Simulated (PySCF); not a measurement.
SMILES O[Si](SB(C)C)(C)C, singlet (GFN2-xTB optimised geometry):

```
21

Si     0.195     1.466     0.008
C      0.892     1.720    -1.746
C     -0.878     2.906     0.599
O      1.365     1.318     1.132
S     -1.115    -0.294     0.000
B     -0.119    -1.766     0.000
C      1.471    -1.766     0.000
C     -0.874    -3.157     0.023
H      0.102     1.973    -2.445
H      1.614     2.531    -1.755
H      1.388     0.832    -2.130
H     -1.744     3.035    -0.042
H     -1.235     2.738     1.609
H     -0.312     3.831     0.593
H      1.940     0.557     1.174
H      1.868    -2.694    -0.407
H      1.839    -1.704     1.026
H      1.921    -0.947    -0.559
H     -1.940    -3.066     0.214
H     -0.454    -3.831     0.769
H     -0.761    -3.662    -0.937
```

Computed with PBE0/def2-SVP (PySCF).

Task: What are the frontier orbital energies and the dipole moment?

Result: HOMO-2 -8.52 eV, HOMO-1 -7.63 eV, HOMO -7.46 eV, LUMO -0.32 eV, LUMO+1 1.21 eV; dipole moment 1.77 D.

On the same geometry PySCF with PBE/def2-SVP gives HOMO-2 -7.05 eV, HOMO-1 -6.32 eV, HOMO -6.24 eV, LUMO -1.21 eV, LUMO+1 0.33 eV; dipole moment 1.68 D.

Meta-Löwdin charges at PBE0/def2-SVP: Si1 1.03, C2 -0.57, C3 -0.56, O4 -0.70, S5 -0.20, B6 0.09, C7 -0.42, C8 -0.41, H9 0.12, H10 0.12, H11 0.12, H12 0.12, H13 0.13, H14 0.12, H15 0.33, H16 0.11, H17 0.12, H18 0.10, H19 0.11, H20 0.11, H21 0.12.
